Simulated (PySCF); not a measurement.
2,3-dihydrothiophene 1,1-dioxide, C₄H₆O₂S.
Geometry (PBE0-D3(BJ)/def2-SVP, Å), atoms numbered from 1 in this order:
```
atom  x, y, z in Å
O1     1.1864   -1.2248    1.6286
S2     1.1762   -0.7305    0.2559
O3     2.1754   -1.1952   -0.6971
C4     1.0949    1.0433    0.2845
C5    -0.1497    1.4727    0.0867
C6    -1.2047    0.4200   -0.1371
C7    -0.4934   -0.8938   -0.4383
H8     1.9937    1.6194    0.5083
H9    -0.4242    2.5308    0.1191
H10   -1.8805    0.7060   -0.9577
H11   -1.8290    0.3403    0.7694
H12   -0.9439   -1.7844    0.0182
H13   -0.3471   -1.0543   -1.5149
```

Linear response at CAM-B3LYP/def2-SVPD (PySCF, frozen core in the response, non-relativistic).

Static isotropic polarisability: 69.67 au (10.32 Å³), principal values 59.4, 66.5, 83.0 au.

**Question.** What is the polarisability at 1064 nm and at the sodium D line?

**Answer.** 70.21 au at 1064 nm (+0.8 %), 71.48 au at 589.3 nm (+2.6 %). The rise at 589.3 nm is 3.36 times that at 1064 nm; a pure ω² law gives 3.26. The lowest singlet lies at 197 nm, shorter than both wavelengths.

**Question.** What is the isotropic C6 coefficient between two such molecules, C6 = (3/π)∫α(iω)² dω?

**Answer.** 2120 au (Eh·bohr⁶) by a ten-point quadrature over imaginary frequencies, which is 1270 eV·Å⁶ or 122 J·nm⁶/mol.

**Question.** Which effective excitation energy ω̄ makes London's formula C6 = (3/4)α²ω̄ exact here?

**Answer.** ω̄ = 4·C6/(3α²) = 0.582 Eh = 15.8 eV. A one-pole form α(ω) = α/(1 − ω²/ω̄²) fitted to the 1064 nm value gives 13.3 eV. London's choice of the ionisation energy (10.39 eV, ΔSCF at the same level) gives C6 = 1390 au, 34 % too low.

**Question.** What does −C6/R⁶ come to at R = 8 Å between centres?

**Answer.** -470 J/mol. This is the leading, orientation-averaged term; C8 and higher terms are left out.

**Question.** How anisotropic is the static polarisability, by Δα² = ½[(α1 − α2)² + (α2 − α3)² + (α3 − α1)²]?

**Answer.** Δα = 21.0 au, or 0.30 of the isotropic value.

**Question.** The lowest 6 singlets have (eV, f): 6.30, 0.003; 6.69, 0.163; 7.39, 0.025; 7.61, 0.001; 7.64, 0.006; 7.89, 0.012. What share of the static polarisability do they carry in the sum over states α = Σ f/ω²?

**Answer.** 3.33 au, 4.8 % of α; the largest term, 2.70 au, is that of the state at 6.69 eV. Their oscillator strengths add up to 0.21. Higher states carry the rest.

**Question.** How many electrons N does the Slater–Kirkwood formula C6 = (3/4)·√N·α^(3/2) need to give this C6?

**Answer.** N = (4·C6/3)²/α³ = 23.6; the species has 62 electrons in all.

**Question.** What molar refraction at the D line follows from R = (4π/3)·N_A·α′, with α′ the polarisability volume?

**Answer.** α′ = 10.59 Å³ gives R = 26.72 cm³/mol, for isolated, non-vibrating species.

**Question.** What n − 1 at the D line would an ideal gas of it have at 273.15 K and 1 atm (2.6868 × 10¹⁹ cm⁻³), by n − 1 = 2π·N·α′?

**Answer.** 17.88 × 10⁻⁴, a formal value whether or not that pressure can be reached.

One conformer stands for the species.
